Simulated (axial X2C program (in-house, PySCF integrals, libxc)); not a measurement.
# Tb⁺: configurations by level of theory

Calculated with an axial X2C code built on PySCF integrals, basis dyall-cv3z (cores contracted in-house), spin-free (one-electron X2C) and two-component (2c, atomic mean-field Coulomb and Gaunt terms). Energies in eV from the lowest row of each column (rows without correlated energies are left out; n/a marks j-coupled starts, which PBE0 does not hold); electrons by l are Mulliken totals of the Hartree–Fock solution, and PBE0 can relax to another configuration under the same block occupation. Coupled cluster uses truncated natural virtuals with an MP2 remainder. Frozen shells in the correlated columns: 4 s, 3 p, 2 d.

Spin-free determinants:

| electrons by l | M_S, M_L | HF | MP2 | CCSD(T) | PBE0 |
| --- | --- | --- | --- | --- | --- |
| s11 p24 d20 f9 | 3, 4 | 0.05 | 0.02 | 0.00 | 0.04 |
| s11 p24 d20 f9 | 3, 5 | 0.00 | 0.00 | 0.00 | 0.37 |
| s11 p24 d20 f9 | 3, 2 | 0.21 | 0.16 | 0.13 | 0.01 |
| s11 p24 d20 f9 | 2, 4 | 0.17 | 0.17 | 0.15 | 0.23 |
| s11 p24 d20 f9 | 3, 3 | 0.31 | 0.22 | 0.18 | 0.00 |
| s11 p24 d20 f9 | 3, 0 | 0.36 | 0.28 | 0.22 | 0.13 |
| s11 p24 d20 f9 | 2, 2 | 0.33 | 0.30 | 0.28 | 0.19 |
| s11 p24 d20 f9 | 2, 3 | 0.43 | 0.36 | 0.31 | 0.19 |

Two-component determinants:

| electrons by l | 2M_J | HF | MP2 | CCSD(T) | PBE0 |
| --- | --- | --- | --- | --- | --- |
| s11.5 p24 d20.5 f8 | 12 | 0.13 | 0.60 | 0.00 | n/a |
| s11 p24 d20 f9 | 16 | 2.14 | 0.00 | 0.00 | 0.22 |
| s11 p24 d20 f9 | 14 | 2.28 | 0.11 | 0.09 | 0.00 |
| s11 p24 d21 f8 | 18 | 0.00 | 0.83 | 0.32 | n/a |
| s11 p24 d20 f9 | 12 | 2.64 | 0.40 | 0.36 | 0.05 |
| s11 p24 d20 f9 | 10 | 2.62 | 0.42 | 0.40 | 0.16 |
| s11 p24 d20 f9 | 10 | 2.75 | 0.54 | 0.48 | 0.24 |
| s11 p24 d20 f9 | 8 | 2.74 | 0.56 | 0.53 | 0.34 |

Spin-free rows of one term, and 2c rows of one J level, should be degenerate; broken spherical symmetry, the missing current term of PBE0 and determinants that mix terms or J levels spread them. The search is wide but not exhaustive and can miss a configuration; gaps between s and d configurations can be off by some tenths of an eV with this basis and core.

The run took 11 min on 1 thread of Arm Neoverse V2, with other jobs on the host.
